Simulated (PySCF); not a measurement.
SMILES [SiH2](C(C)(C)C)[SiH2]B(O)O (C4H15BO2Si2) (GFN2-xTB optimised geometry):

```
24

C      0.345    -1.174     1.269
C      0.837    -0.481     0.000
C      2.365    -0.481     0.000
C      0.341     0.964     0.000
Si     0.168    -1.398    -1.556
Si    -2.144    -1.315    -1.703
B     -2.961    -2.886    -2.564
O     -2.350    -3.344    -3.678
O     -4.066    -3.572    -2.153
H      0.689    -2.206     1.304
H      0.720    -0.663     2.156
H     -0.743    -1.174     1.314
H      2.751     0.023    -0.884
H      2.751    -1.498     0.007
H      2.750     0.034     0.880
H      0.713     1.498     0.875
H      0.687     1.489    -0.888
H     -0.746     0.999     0.015
H      0.840    -0.785    -2.715
H      0.711    -2.769    -1.484
H     -2.751    -1.088    -0.364
H     -2.527    -0.063    -2.387
H     -2.763    -4.110    -4.084
H     -4.517    -3.263    -1.370
```

Calculation: PySCF with CAM-B3LYP/def2-SVP.

Task: What are the frontier orbital energies and the dipole moment?

Result: HOMO-2 -9.90 eV, HOMO-1 -9.49 eV, HOMO -8.71 eV, LUMO 1.02 eV, LUMO+1 1.69 eV; dipole moment 1.78 D.

On the same geometry PBE/def2-SVP (PySCF) gives HOMO-2 -7.21 eV, HOMO-1 -6.88 eV, HOMO -6.24 eV, LUMO -1.00 eV, LUMO+1 -0.28 eV; dipole moment 1.79 D.

Meta-Löwdin charges at CAM-B3LYP/def2-SVP: C1 -0.29, C2 -0.12, C3 -0.28, C4 -0.29, Si5 0.40, Si6 0.20, B7 0.25, O8 -0.47, O9 -0.48, H10 0.09, H11 0.09, H12 0.09, H13 0.09, H14 0.09, H15 0.09, H16 0.09, H17 0.09, H18 0.09, H19 -0.10, H20 -0.10, H21 -0.10, H22 -0.08, H23 0.33, H24 0.34.
